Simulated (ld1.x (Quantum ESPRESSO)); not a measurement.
# An odd input for ld1.x (Quantum ESPRESSO) 7.5 (Cd)

Command:

```bash
ld1.x < Cd.in > Cd.out
```

Input:

```
&input
   title='Cd', zed=48., rel=1, dft='PBE', iswitch=3, rmax=10.0,
   config='[Kr] 4d10 5s2 5p0',
   nld=3, rlderiv=2.50, eminld=-7.0, emaxld=5.0, deld=0.02
 /
 &inputp
   pseudotype=3, lpaw=.true., tm=.true., lloc=-2, rcloc=1.85,
   nlcc=.true., new_core_ps=.true., rcore=1.30,
   which_augfun='PSQ', rmatch_augfun=1.70,
   file_pseudopw='Cd.UPF', file_wfcaegen='ae.wfc', file_wfcncgen='nc.wfc', file_beta='beta', file_chi='chi', file_wfcusgen='us.wfc'
 /
6
5S  1  0   2.00   0.00  2.00  2.30  0.0
5S  1  0   0.00   0.05  2.00  2.30  0.0
4P  2  1   6.00   0.00  1.60  2.05  0.0
5P  3  1   0.00   0.00  1.60  2.05  0.0
4D  3  2  10.00   0.00  1.60  1.75  0.0
4D  3  2   0.00  -0.50  1.60  1.75  0.0
 &test
   configts(1)='4p6 4d10 5s2 5p0'
 /
```

This is an input that runs to its end, with one change: mesh end rmax=10.0.

Problem. How does the run end?

Solution. The program runs through. The occupied levels of the test differ from the all-electron ones by at most 0.00052 Ry (unchanged input: 0.00001 Ry).

```
     eps = 1.0E-15  iter = 14

     Etot =  -11189.313464 Ry,   -5594.656732 Ha, -152238.365243 eV
     Etotps =  -533.118199 Ry,    -266.559100 Ha,   -7253.442619 eV

     Ekin =     371.064744 Ry,     185.532372 Ha,    5048.593040 eV
     Encl =    -822.964925 Ry,    -411.482463 Ha,  -11197.008224 eV
     Ehrt =     227.385352 Ry,     113.692676 Ha,    3093.735322 eV
     Ecxc =    -308.603371 Ry,    -154.301685 Ha,   -4198.762756 eV
     (Ecc =      -3.882319 Ry,      -1.941160 Ha,     -52.821646 eV)

     ---------------------- End of pseudopotential test ----------------------
```
